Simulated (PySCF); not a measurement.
Ga(CO)H3, CH₃GaO.
Geometry (PBE0-D3(BJ)/def2-SVP, Å), atoms numbered from 1 in this order:
```
atom  x, y, z in Å
Ga1   -0.0125    0.0041   -0.8481
C2     0.0127    0.0121    1.3511
O3     0.0371   -0.0161    2.4750
H4     1.5549    0.0056   -1.0017
H5    -0.8019    1.3552   -1.0138
H6    -0.7903   -1.3609   -0.9626
```

Theory: PySCF, TDDFT PBE0/def2-SVPD, vertical, gas phase, core orbitals frozen in the response. Relativistic effects, spin–orbit coupling among them, are left out although an element past zinc is present.

Frontier orbitals with the atoms that hold most of them (Löwdin shares over 4%, at most four atoms):

| orbital | ε (eV) | atoms |
| --- | --- | --- |
| HOMO-3 | -14.50 | C2 41%, Ga1 23%, O3 19%, H5 6% |
| HOMO-2 | -10.75 | Ga1 36%, C2 22%, H5 12%, H4 12% |
| HOMO-1 | -8.33 | Ga1 40%, H5 27%, H6 25%, C2 5% |
| HOMO | -8.33 | Ga1 40%, H4 34%, H6 11%, H5 9% |
| LUMO | -2.08 | C2 53%, O3 34%, Ga1 8% |
| LUMO+1 | -2.07 | C2 53%, O3 34%, Ga1 7% |
| LUMO+2 | 0.16 | Ga1 52%, C2 20%, O3 11%, H5 6% |

Within 0.005 eV of a neighbour in this list lie HOMO-1/HOMO (point group found: C3v); within a degenerate set the shares of single atoms can hang on how the components are chosen.

Task: The HOMO–LUMO gap is 6.25 eV. Where does the response calculation put the lowest singlet, and from which orbitals?

Result: S1 is at 4.95 eV (f = 0.0001), 1.30 eV below the gap, made of HOMO-1/HOMO→LUMO/LUMO+1 (≥88%). Without the coupling terms of the response equations the lowest excitation would equal the gap.

Next come S2 at 5.05 eV (f 0.0091), HOMO-1/HOMO→LUMO/LUMO+1 (≥88%); S3 at 5.06 eV (f 0.011), HOMO-1/HOMO→LUMO/LUMO+1 (≥88%); S4 at 5.63 eV (f 0.215), HOMO-1/HOMO→LUMO/LUMO+1 (≥85%); S5 at 7.17 eV (f 0.0002), HOMO-1/HOMO→LUMO+3 (70%), HOMO-2→LUMO/LUMO+1 (28%).

Orbitals of the list HOMO-3 to LUMO+2 that lie within 0.01 eV of each other are written together with a slash and their weights summed (≥ marks a lower bound); for degenerate orbitals outside that list single weights are arbitrary.

Löwdin shares depend on the basis, the more so with diffuse functions.
